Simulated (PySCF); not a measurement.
A GIAO shielding run with PySCF 2.14.0 with density-fitted response routines (density fitting, non-relativistic, gas phase) on `C(B(C#C)SC)#C`, C5H5BS:

```
$ OMP_NUM_THREADS=1 python probes_run.py task.json out

{"job": {"kind": "nmr", "xc": "PBE0", "basis": "cc-pVTZ", "pop": true}, "charge": 0, "multiplicity": 1}
C      2.988863    -1.693425     0.296148
C      1.926874    -1.108355     0.181677
B      0.596789    -0.380828     0.038937
C      0.512915     1.124149    -0.175043
C      0.416886     2.326739    -0.345514
S     -0.881093    -1.379230     0.139175
C     -2.237433    -0.194280    -0.071807
H      3.925892    -2.211921     0.395892
H      0.349390     3.389320    -0.496792
H     -3.172738    -0.765892    -0.017647
H     -2.166868     0.305156    -1.046865
H     -2.220011     0.560249     0.725243
```

Hardware: 1 thread of an Arm Neoverse N1, shared host. The job also computes population analyses, field gradients.

Q: How large is the calculation?

A: 56 electrons, 284 basis functions and 743 auxiliary functions.

Q: How long does it take, and how much memory does it need?

A: 67 s of wall time, with 15 SCF cycles and 5 response iterations; peak memory 1 GiB. Times on a shared host scatter by some tens of per cent.

Q: And these other runs on the same molecule and hardware: GIAO shielding at B3LYP/pcSseg-1; GIAO shielding at B97-2/pcSseg-1; GIAO shielding at BHandHLYP/pcSseg-1; GIAO shielding at BP86/pcSseg-1; GIAO shielding at HF/pcSseg-1; GIAO shielding at LC-wPBE/pcSseg-1?

A: B3LYP/pcSseg-1: 151 functions, 23 s; B97-2/pcSseg-1: 151 functions, 21 s; BHandHLYP/pcSseg-1: 151 functions, 20 s; BP86/pcSseg-1: 151 functions, 31 s; HF/pcSseg-1: 151 functions, 12 s; LC-wPBE/pcSseg-1: 151 functions, 37 s.
